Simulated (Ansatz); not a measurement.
A run for Ansatz (a first-principles code): U-CCSD(T)/def2-TZVPP on Br2, 2S+1 = 3, a spin state set in the input, which need not be the lowest, a point of a bond scan (R = 2.652 Å).

Ansatz 0.2 input:
```yaml
crystal:
  periodic: [false, false, false]
  atoms:
    - {symbol: Br, position_ang: [0.00000000, 0.00000000, 0.00000000]}
    - {symbol: Br, position_ang: [0.00000000, 0.00000000, 2.65209200]}
basis:
  gaussian:
    orbitals: def2-TZVPP
    pivot_positions_ang: [[0.00000000, 0.00000000, 0.00000000], [0.00000000, 0.00000000, 2.65209200]]
magnetization: {spin_polarized: true, initial_magnetization: 2}
correlation: {method: ccsd_t, electrons: valence}
output: {orbitals: {seedname: ./end}}
```

Program output:

```
WARN ansatz: RAYON_NUM_THREADS=2 ignored (pool sized by the plan → 2); use --threads N
Functional definition: HF
integrals: 0.15 GiB planned
686 factors; integrals over basis functions are off by at most 1.8e-4 eV
mean field: 0.41 GiB planned
mean field evaluation 1: about -139995.6694 eV, gradient 5.5e0 eV
mean field evaluation 2: about -139995.6712 eV, gradient 5.5e0 eV
mean field evaluation 4: about -139995.9752 eV, gradient 9.4e-1 eV
mean field evaluation 8: about -139995.9823 eV, gradient 1.9e-2 eV
mean field evaluation 16: about -139995.9823 eV, gradient 3.0e-5 eV
mean field evaluation 32: about -139996.2085 eV, gradient 1.7e0 eV
mean field evaluation 64: about -139995.3130 eV, gradient 7.7e0 eV
mean field evaluation 96: about -139996.2794 eV, gradient 1.3e0 eV
mean field evaluation 128: about -139995.5059 eV, gradient 5.6e-1 eV
mean field evaluation 160: about -139992.1743 eV, gradient 2.0e1 eV
mean field evaluation 192: about -139996.4576 eV, gradient 4.6e-1 eV
mean field evaluation 224: about -139994.9026 eV, gradient 3.9e-2 eV
mean field evaluation 256: about -139995.1148 eV, gradient 3.7e-1 eV
mean field evaluation 288: about -139995.9822 eV, gradient 5.6e-2 eV
mean field evaluation 320: about -139994.9024 eV, gradient 3.0e-2 eV
mean field evaluation 352: about -139995.9802 eV, gradient 1.4e-2 eV
mean field evaluation 384: about -139994.8956 eV, gradient 8.5e-1 eV
mean field evaluation 416: about -139993.6893 eV, gradient 8.0e-2 eV
mean field evaluation 448: about -139994.9021 eV, gradient 5.8e-2 eV
mean field -139996.46836848 eV, -5144.7753195271 hartree, gradient 2.7e-6 eV, S^2 2.019982; 23 other end points of the search recorded, 0 dependent functions left out
determinant -139996.46836848 eV, -5144.7753195271 hartree, with singles and doubles -140010.99154881 eV, -5145.3090365600 hartree
determinant -139996.30447075 eV, -5144.7692963967 hartree, with singles and doubles -140010.97756092 eV, -5145.3085225145 hartree
determinant -139995.98226889 eV, -5144.7574556968 hartree, with singles and doubles -140011.05069419 eV, -5145.3112101126 hartree
determinant -139995.50890757 eV, -5144.7400599892 hartree, with singles and doubles -140009.76342808 eV, -5145.2639039559 hartree
determinant -139995.11858311 eV, -5144.7257158297 hartree, with singles and doubles -140009.47100500 eV, -5145.2531576060 hartree
determinant -139994.90236915 eV, -5144.7177701132 hartree, with singles and doubles -140009.19457111 eV, -5145.2429988478 hartree
determinant -139994.47037529 eV, -5144.7018946319 hartree, with singles and doubles -140009.78601788 eV, -5145.2647341157 hartree
determinant -139993.68929304 eV, -5144.6731903886 hartree, with singles and doubles -140009.12897241 eV, -5145.2405881401 hartree
determinant -139996.46836848 eV, -5144.7753195271 hartree, with singles and doubles -140011.02054773 eV, -5145.3101022506 hartree
determinant -139996.30447075 eV, -5144.7692963967 hartree, with singles and doubles -140010.98646012 eV, -5145.3088495541 hartree
determinant -139995.98226889 eV, -5144.7574556968 hartree, with singles and doubles -140011.05084025 eV, -5145.3112154805 hartree
mean field evaluation 480: about -139995.9823 eV, gradient 1.5e-6 eV
18 core orbitals not correlated
reference -139995.98226889 eV, -5144.7574556968 hartree; 18, 16 occupied and 60, 62 virtual orbitals, 686 factors
second order -14.71322213 eV of doubles, -0.00000000 eV of singles
coupled cluster: 0.49 GiB planned
coupled cluster: 0.68 GiB planned
cycle   1  -14.56420497 eV  change   -7.5e-1 eV  update   7.9e-2
cycle   2  -15.05920696 eV  change   -5.0e-1 eV  update   3.0e-2
cycle   3  -15.06720007 eV  change   -8.0e-3 eV  update   1.1e-2
cycle   4  -15.06889523 eV  change   -1.7e-3 eV  update   4.1e-3
cycle   5  -15.06842512 eV  change    4.7e-4 eV  update   1.2e-3
cycle   6  -15.06829258 eV  change    1.3e-4 eV  update   3.2e-4
cycle   7  -15.06860402 eV  change   -3.1e-4 eV  update   9.1e-5
cycle   8  -15.06858008 eV  change    2.4e-5 eV  update   2.6e-5
cycle   9  -15.06857524 eV  change    4.8e-6 eV  update   6.4e-6
perturbative correction -0.61206205 eV, -0.0224928655 hartree
WARN: these amplitudes may be one of several solutions (largest doubles amplitude 0.16, level shift 3.05 eV)
Total energy: -140011.66290618 eV, -5145.3337084885 hartree
```

The run converged.

Warnings raised: other roots.

Cost: around 4 core-minutes (rough).
